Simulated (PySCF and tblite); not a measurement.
The numbers below are computed, except where a source is named.
# Rotation: stationary points, barriers and rates

System: C₃H₈B₂N₂, numbered as in [BH2:1][NH:2][B:3]([C:4]#[CH:5])[NH:6][CH3:7].

Motion: rotation about the B1–N2 bond (torsion H–B1–N2–B3 from 0° to 180°, rising). Geometries: GFN2-xTB; energies: PBE0/pcSseg-1 + D3(BJ); zero-point and thermal terms from GFN2-xTB harmonic modes (soft modes blended into free rotors). Rate constants are transition-state-theory values, counting equivalent paths, without tunnelling. Shieldings: GIAO at the same DFT level; methyl-like tops are averaged, other torsions stay as in the two minima; line shapes leave out couplings; of unlike H on one atom, [a] is the less shielded. Run with tblite and PySCF.

| point | symmetry | E(GFN2) kcal/mol | E(DFT) kcal/mol | ZPE change kcal/mol | lowest mode cm⁻¹ | dipole D |
| --- | --- | --- | --- | --- | --- | --- |
| start | Cs | 0.0 | 0.0 | 0.00 | 76 | 1.51 |
| saddle | Cs | 19.7 | 27.7 | -2.15 | 808i | 0.33 |
| end | Cs | 0.0 | 0.0 | 0.00 | 76 | 1.51 |

```json
{"Electronic barrier": "27.7 kcal/mol", "Barrier with zero-point energy": "25.5 kcal/mol", "ΔH‡ (298 K)": "25.6 kcal/mol", "ΔS‡ (298 K, symmetry apart)": "0.6 cal/(mol K)", "Paths": "2 equivalent paths", "End point": "the same structure with atoms interchanged, or its mirror image", "Mean lifetime of the start against this motion at 298 K": "3.9 days", "Cost": "44 s on 1 thread of Arm Neoverse V2, shared host (rough), peak memory 0.75 GiB, launched as `OMP_NUM_THREADS=1 python ens_run.py task.json out`"}
```

| T/K | ΔG‡ kcal/mol | k s⁻¹ |
| --- | --- | --- |
| 250 | 25.4 | 6.1×10⁻¹⁰ |
| 298 | 25.4 | 3×10⁻⁶ |
| 350 | 25.4 | 0.0021 |
| 400 | 25.3 | 0.24 |
| 500 | 25.3 | 186 |

ΔG and ΔG‡ leave out symmetry numbers and mirror images; rates count paths: 2 out.

Sites that the motion interchanges:

| nucleus | site | ppm | scale |
| --- | --- | --- | --- |
| ¹H | H on B1 [a] | 5.20 | δ against TMS |
| ¹H | H on B1 [b] | 5.01 | δ against TMS |

| nucleus | sites | ¹H MHz | spread Hz | coalescence K | k there s⁻¹ |
| --- | --- | --- | --- | --- | --- |
| ¹H | H on B1 [a] / H on B1 [b] | 60 | 11 | 464 | 23 |
| ¹H | H on B1 [a] / H on B1 [b] | 700 | 128 | 508 | 283 |
| ¹H | H on B1 [a] / H on B1 [b] | 800 | 146 | 511 | 324 |

Coalescence temperatures outside 150 to 500 K extrapolate the thermal terms and ignore freezing or boiling of a solvent.
